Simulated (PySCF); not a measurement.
**Radial density of Te (tellurium, neutral)**

UHF, [Kr] 4d10 5s2 5p3 6s1, 6s spin antiparallel (an excited configuration). Computed with PySCF 2.14 in dyall-av2z, with no relativity, point nucleus.

```json
{"r (bohr)": "0.000534", "4πr²ρ (e/bohr)": "0.3361", "4πr²(ρα − ρβ)": "0.0000"}
{"r (bohr)": "0.000898", "4πr²ρ (e/bohr)": "0.9155", "4πr²(ρα − ρβ)": "0.0000"}
{"r (bohr)": "0.00151", "4πr²ρ (e/bohr)": "2.430", "4πr²(ρα − ρβ)": "-0.0001"}
{"r (bohr)": "0.00254", "4πr²ρ (e/bohr)": "6.178", "4πr²(ρα − ρβ)": "-0.0002"}
{"r (bohr)": "0.00427", "4πr²ρ (e/bohr)": "14.60", "4πr²(ρα − ρβ)": "-0.0004"}
{"r (bohr)": "0.00719", "4πr²ρ (e/bohr)": "30.54", "4πr²(ρα − ρβ)": "-0.0006"}
{"r (bohr)": "0.0121", "4πr²ρ (e/bohr)": "52.25", "4πr²(ρα − ρβ)": "0.0002"}
{"r (bohr)": "0.0203", "4πr²ρ (e/bohr)": "65.35", "4πr²(ρα − ρβ)": "0.0068"}
{"r (bohr)": "0.0342", "4πr²ρ (e/bohr)": "58.75", "4πr²(ρα − ρβ)": "0.0299"}
{"r (bohr)": "0.0576", "4πr²ρ (e/bohr)": "67.15", "4πr²(ρα − ρβ)": "0.0584"}
{"r (bohr)": "0.0968", "4πr²ρ (e/bohr)": "84.76", "4πr²(ρα − ρβ)": "0.0136"}
{"r (bohr)": "0.163", "4πr²ρ (e/bohr)": "61.62", "4πr²(ρα − ρβ)": "0.0161"}
{"r (bohr)": "0.274", "4πr²ρ (e/bohr)": "70.48", "4πr²(ρα − ρβ)": "0.0927"}
{"r (bohr)": "0.461", "4πr²ρ (e/bohr)": "26.02", "4πr²(ρα − ρβ)": "0.0632"}
{"r (bohr)": "0.775", "4πr²ρ (e/bohr)": "26.62", "4πr²(ρα − ρβ)": "0.1477"}
{"r (bohr)": "1.30", "4πr²ρ (e/bohr)": "8.578", "4πr²(ρα − ρβ)": "0.3120"}
{"r (bohr)": "2.19", "4πr²ρ (e/bohr)": "2.988", "4πr²(ρα − ρβ)": "1.5702"}
{"r (bohr)": "3.69", "4πr²ρ (e/bohr)": "0.6711", "4πr²(ρα − ρβ)": "0.3317"}
{"r (bohr)": "6.20", "4πr²ρ (e/bohr)": "0.2484", "4πr²(ρα − ρβ)": "-0.2257"}
{"r (bohr)": "10.4", "4πr²ρ (e/bohr)": "0.003662", "4πr²(ρα − ρβ)": "-0.0036"}
```

A non-relativistic calculation at this Z misses sizeable relativistic shifts. The outer electron is Rydberg-like, and this basis confines it to a smaller radius and binds it less than a complete one would. With the s spin flipped the determinant is a mixture of two multiplicities, not a spectroscopic state.
